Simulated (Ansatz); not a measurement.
Ansatz results at the PBE0-D4/def2-TZVP geometry: HOMO–LUMO gap (ωB97M-V/def2-TZVPP) 10.51 eV; ideal-gas entropy at 298 K and 1 bar (rigid rotor, harmonic PBE0-D4/def2-TZVP) 361 J/(mol·K); LUMO energy (B3LYP/def2-TZVPP) -0.72 eV.

Problem. Which molecule gave them?
A. `[SiH3][SiH]1COC1`
B. `N[CH](O)[InH2]`
C. `C=C[SiH2]O[SiH3]`
D. `O=CC([SiH3])[SiH3]`

Solution. A. The others give `C=C[SiH2]O[SiH3]`: 11.85, 386, -0.71; `N[CH](O)[InH2]`: 9.03, 348, -1.71; `O=CC([SiH3])[SiH3]`: 11.20, 371, -1.27.

B3LYP here is the variant with VWN-RPA as its local correlation; programs differ in this.
